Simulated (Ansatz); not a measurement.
This singlet lies 1.74 eV below the relaxed triplet at the level frozen-core CCSD(T)/aug-cc-pVDZ // PBE0-D3(BJ)/def2-TZVPD (Ansatz, a first-principles code).

A geometry relaxed with PBE0-D3(BJ)/def2-TZVPD in Ansatz, charge -1, multiplicity 1:

```xyz
5

S      1.6824    -0.3859     0.1585
H      1.3051     0.9079     0.1422
O     -1.4816     0.0239     0.6868
Al    -0.4537    -1.4183     0.5985
H     -1.0521     0.8725     0.5563
```

Problem. Write the SMILES of this molecule.

Solution. `[OH][Al-][SH]`
